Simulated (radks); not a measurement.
Values are calculated unless marked as measured or tabulated.
Coulomb parameter of the 5d shell of the iridium ion Ir3+ in the model configuration [Xe] 4f14 5d4.5 6s1.5, as a second difference U = [E(n + 0.25) + E(n - 0.25) - 2 E(n)] / (0.25)^2 with all orbitals relaxed. "Bare": the charge of the atom changes with n. "Screened": the 6s shell takes up the change at fixed total charge, which measures U(5d,5d) + U(6s,6s) - 2 U(5d,6s). Code: a radial shooting solver on a logarithmic mesh with Libxc functionals. Model: scalar-relativistic Kohn-Sham, r2SCAN, spin-unpolarised, spherical densities, finite nucleus; meta-GGA in the generalised Kohn-Sham scheme; Fermi nuclear charge, rms radius 5.4032 fm.

case                      configuration  E - E(n) (eV)
start             [Xe] 4f14 5d4.5 6s1.5          0.000
bare +0.25       [Xe] 4f14 5d4.75 6s1.5         -9.891
bare -0.25       [Xe] 4f14 5d4.25 6s1.5         10.728
screened +0.25  [Xe] 4f14 5d4.75 6s1.25         -1.884
screened -0.25  [Xe] 4f14 5d4.25 6s1.75          1.941

U(bare) = 13.397 eV, U(screened by 6s) = 0.924 eV, against the Slater integral F0(5d,5d) = 16.456 eV with frozen orbitals.
